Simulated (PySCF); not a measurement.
Si(CCH)2(H)(Me), C5H6Si, SMILES C#C[SiH](C)C#C at its PBE0/def2-SVP optimised geometry (Å):

```
12

Si    -1.8327    -0.7086     0.0000
C     -2.4809    -1.6275     1.4947
C     -2.4250    -1.5084    -1.5466
C     -2.8375    -2.0423    -2.5595
C      0.0065    -0.7086     0.0000
C      1.2232    -0.7064     0.0239
H     -2.2989     0.7086     0.0000
H     -3.5816    -1.6260     1.4970
H     -2.1331    -2.6712     1.4862
H     -2.1274    -1.1490     2.4208
H     -3.1986    -2.5130    -3.4570
H      2.2989    -0.7042     0.0406
```

Calculation: PBE0/def2-TZVP (PySCF 2.14.0). Cells within 0.4 Å of a nucleus heavier than hydrogen are left out (blank, or x).

Map of the electrostatic potential (hartree/e), clipped to [-0.08, 0.12] on the plane z = 0.0 Å:

```
|11111111111111111111111112222|
|11111111111111111111111112222|
|11111111111111111111111112222|
|11111111111111111111111112222|
|11111111111111111111111122222|
|11111111111111111111111122222|
|11111111111111111111111122222|
|11111111111111111111111222222|
|11111222211111110111111222222|
|11112244321111000011112222222|
|11122599842111000001122222222|
|11223999973221000001122222222|
|22224999997532100122333333322|
|22234999999977753687555443332|
|22347999999999999999999754333|
|22359999x99999x999x9999975433|
|22369999xx999xxx9xxx999985433|
|22359999xx9999x99xx9999985433|
|22348999999999999999999964333|
|22235999999999997999876544332|
|22223599999854311234333333322|
|11222346776532100011222333222|
|11112233443321000001122222222|
|11111122222211000001112222222|
|11111112222211110111112222222|
|11111111222111111111111222222|
|11111111111111111111111222222|
|11111111111111111111111222222|
|11111111111111111111111122222|
```
Scale: ten equal steps from -0.032 (start of '0') to 0.120 (end of '9'), in the order '0123456789'; x runs from -4.50 to 4.50, y from -4.50 (bottom) to 4.50 (top).
